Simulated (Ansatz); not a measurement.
A nudged elastic band was laid between two geometries of CH9AlN2O (14 atoms, charge 0, multiplicity 1).

Computed with RKS PBE-D4/6-31G* (Ansatz).

- movable images: 7
- climbing image: yes
- spring: 5.0 eV/Å²
- optimiser: quadratic models (default)
- start path: through a guess of the saddle point
- force threshold: 0.5 eV/Å
- iteration limit: 60
- end points: relaxed

Image 0:

```xyz
14
Properties=species:S:1:pos:R:3
Al -0.276 -1.079 -0.221
H 0.558 -2.372 -0.723
N -1.584 -0.182 -1.140
N -0.373 -0.943 1.600
H 2.028 -0.163 -0.263
O 1.215 0.231 -0.647
C 1.011 1.550 -0.058
H -1.581 -0.186 -2.162
H -2.553 -0.291 -0.833
H -1.076 -0.368 2.068
H -0.198 -1.769 2.174
H 1.839 2.214 -0.356
H 0.057 1.896 -0.477
H 0.932 1.462 1.038
```

Image 8:

```xyz
14
Properties=species:S:1:pos:R:3
Al -0.878 -0.195 0.001
H 2.336 -1.538 -1.307
N -2.147 -0.688 -1.151
N -0.917 -0.659 1.728
H 1.813 -1.003 -1.218
O 0.387 0.812 -0.612
C 1.352 1.531 0.130
H -2.196 -0.343 -2.108
H -2.807 -1.450 -1.010
H -1.699 -1.124 2.186
H -0.135 -0.562 2.374
H 2.353 1.068 0.017
H 1.416 2.571 -0.247
H 1.123 1.581 1.216
```

What changes between the two ends?

Bonds broken: Al1–H2, H5–O6. Bonds formed: H2–H5. CH9AlN2O becomes CH7AlN2O + H2.

Give the energies along the band, and the barrier.

It converged. The highest image is number 3 of 0 to 8, 32.9 kJ/mol above the first end and 64.8 kJ/mol above the last; the last end lies 31.9 kJ/mol below the first. The threshold of 0.5 eV/Å is loose, so the images may lie well off the minimum-energy path. The order of the stationary point at the top wasn't checked. The orbitals stay closed-shell, which can raise the energy where a bond breaks towards radicals; this wasn't checked here.

| image | path coordinate (Å) | energy (kJ/mol) | Al1–H2 (Å) | H5–O6 (Å) | H2–H5 (Å) |
| --- | --- | --- | --- | --- | --- |
| 0 | 0.00 | 0.0 | 1.62 | 0.98 | 2.69 |
| 1 | 0.93 | 4.1 | 1.63 | 0.98 | 2.42 |
| 2 | 1.87 | 15.2 | 1.63 | 0.98 | 2.19 |
| 3 | 2.80 | 32.9 | 1.67 | 0.99 | 1.81 |
| 4 | 3.73 | 27.5 | 2.04 | 1.56 | 0.83 |
| 5 | 4.67 | -19.7 | 2.78 | 2.20 | 0.76 |
| 6 | 5.61 | -27.6 | 3.25 | 2.48 | 0.75 |
| 7 | 6.54 | -30.7 | 3.49 | 2.47 | 0.75 |
| 8 | 7.48 | -31.9 | 3.72 | 2.39 | 0.75 |

What is the geometry of the highest image?


```xyz
14
Properties=species:S:1:pos:R:3
Al -0.442 -0.947 -0.100
H 0.849 -1.827 -0.676
N -1.817 -0.595 -1.226
N -0.851 -0.992 1.672
H 1.626 -0.191 -0.634
O 0.933 0.485 -0.415
C 1.431 1.782 -0.003
H -1.698 -0.679 -2.235
H -2.798 -0.734 -0.994
H -1.723 -1.422 1.980
H -0.123 -1.217 2.351
H 2.003 2.228 -0.830
H 0.552 2.403 0.211
H 2.058 1.707 0.900
```

Time of the run: 2.3 min on 2 threads of Arm Neoverse V1, on a shared host, peak memory 0.15 GiB.
